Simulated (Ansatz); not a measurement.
Reaction (redistribution): `C[SiH2][GaH][NH2]` + `C[SiH2]O` → `[NH2][GaH][OH]` + `C[SiH2][SiH2]C`

Gas-phase electronic energies from Ansatz, PBE0-D4/def2-TZVP geometries. CCSD(T)/CBS is the MP2 limit (def2-TZVPP, def2-QZVPP) plus CCSD(T) − MP2 in def2-TZVPP, frozen cores. This one scheme is used for every species. For Ga outer-core shells are correlated without core-valence functions, which leaves a few kJ/mol of doubt a bond. Scalar relativity is left out up to krypton. Each species was taken in one conformer, which may not be the lowest.

```csv
level,ΔE (kJ/mol)
MP2/def2-TZVPP,46.8
MP2/CBS(def2),49.8
```

(1) What does CCSD(T)/CBS give? (Best estimate.)

Largest T1 diagnostic among the species: 0.014.

## Answers

(1) The calculation gave: +49.6 kJ/mol. The listed levels differ from it by -2.8, 0.2 kJ/mol.

In def2-TZVPP, CCSD(T) changes the Hartree–Fock value by −8.0 kJ/mol (the triples alone add −1.6 kJ/mol) and MP2 by −7.7 kJ/mol.

CCSD(T)/CBS has its own doubt, a few kJ/mol and more with outer-core shells, so smaller differences from it don't rank the levels.
